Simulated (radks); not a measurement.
Q: These are the eigenvalues of the occupied orbitals of an atom or ion with whole-number occupations (eV). All-electron calculation, non-relativistic Kohn-Sham, exchange-only PBE, spin-polarised, spherical densities, point nucleus. Program: a radial shooting solver on a logarithmic mesh with Libxc functionals.

orbital  eigenvalue
1s        -75020.41
2s        -12558.02
2p        -12080.07
3s        -2955.429
3p        -2729.389
3d        -2307.612
4s        -631.7224
4p        -533.6530
4d        -353.1052
4f        -110.2527
5s         -91.9250
5p         -60.3070
5d         -11.1155
6s          -4.6457

Which element is it, and in what charge state? The configuration may be excited. Open shells, if any, are filled with parallel spins first.

A: Z = 80, mercury, charge 0: Hg in [Hg]. The list shows which subshells hold electrons but not how many an open one holds; the 1s level, -2756.9 hartree, gives Z - s = 74.3 by -(Z - s)^2/2, which with screening narrows Z to a few neighbours, and the depths of the outer levels then fix element, charge and occupations together.
